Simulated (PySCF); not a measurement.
CH8O2Si2. Atoms are numbered in the order given.

```xyz
13

Si     1.6928     0.9235    -0.0139
Si    -0.3539    -0.2238     0.0232
C     -1.7475     0.8211    -0.6706
O     -0.2716    -1.6730    -0.8142
O     -0.5949    -0.6289     1.6190
H      2.0382     1.3014    -1.4235
H      2.7994     0.0720     0.5204
H      1.6305     2.1871     0.7866
H     -1.8761     1.7426    -0.0797
H     -2.7043     0.2715    -0.6511
H     -1.5521     1.1219    -1.7139
H     -0.4566    -1.6451    -1.7598
H     -1.2072    -1.3589     1.7763
```

The structure is a stationary point at r2SCAN-D4/def2-SVP. This is a generated structure with no PubChem entry under its InChIKey; it may be hypothetical. Other conformers were not sampled.

All values below come from TDA-PBE0/def2-SVPD in PySCF.

Vertical excitations. Isolated molecule, no solvent.

```json
[
 {"state": "S1", "energy (eV)": "6.43", "λ (nm)": "193", "f": "0.034", "main pairs": "HOMO→LUMO 93 %"},
 {"state": "S2", "energy (eV)": "6.67", "λ (nm)": "186", "f": "0.027", "main pairs": "HOMO→LUMO+1 92 %"},
 {"state": "S3", "energy (eV)": "6.96", "λ (nm)": "178", "f": "0.107", "main pairs": "HOMO→LUMO+2 93 %"},
 {"state": "S4", "energy (eV)": "7.78", "λ (nm)": "159", "f": "0.013", "main pairs": "HOMO→LUMO+4 90 %"},
 {"state": "S5", "energy (eV)": "7.81", "λ (nm)": "159", "f": "0.185", "main pairs": "HOMO→LUMO+3 66 %, HOMO→LUMO+5 18 %"},
 {"state": "S6", "energy (eV)": "7.94", "λ (nm)": "156", "f": "0.135", "main pairs": "HOMO→LUMO+5 58 %, HOMO→LUMO+3 18 %"},
 {"state": "S7", "energy (eV)": "8.07", "λ (nm)": "154", "f": "0.048", "main pairs": "HOMO−1→LUMO 72 %, HOMO→LUMO+5 13 %"},
 {"state": "S8", "energy (eV)": "8.23", "λ (nm)": "151", "f": "0.034", "main pairs": "HOMO−1→LUMO+1 70 %"},
 {"state": "S9", "energy (eV)": "8.31", "λ (nm)": "149", "f": "0.003", "main pairs": "HOMO→LUMO+6 63 %"},
 {"state": "S10", "energy (eV)": "8.33", "λ (nm)": "149", "f": "0.036", "main pairs": "HOMO−4→LUMO 31 %, HOMO→LUMO+7 27 %, HOMO−3→LUMO 25 %"},
 {"state": "T1", "energy (eV)": "5.80", "λ (nm)": "214", "f": "0", "main pairs": "HOMO→LUMO+1 64 %, HOMO→LUMO 24 %"},
 {"state": "T2", "energy (eV)": "6.02", "λ (nm)": "206", "f": "0", "main pairs": "HOMO→LUMO+2 52 %, HOMO→LUMO 19 %, HOMO→LUMO+1 19 %"},
 {"state": "T3", "energy (eV)": "6.44", "λ (nm)": "193", "f": "0", "main pairs": "HOMO→LUMO 53 %, HOMO→LUMO+2 34 %"},
 {"state": "T4", "energy (eV)": "6.97", "λ (nm)": "178", "f": "0", "main pairs": "HOMO→LUMO+3 69 %, HOMO→LUMO+4 20 %"}
]
```
Triplets are in the Tamm–Dancoff approximation.
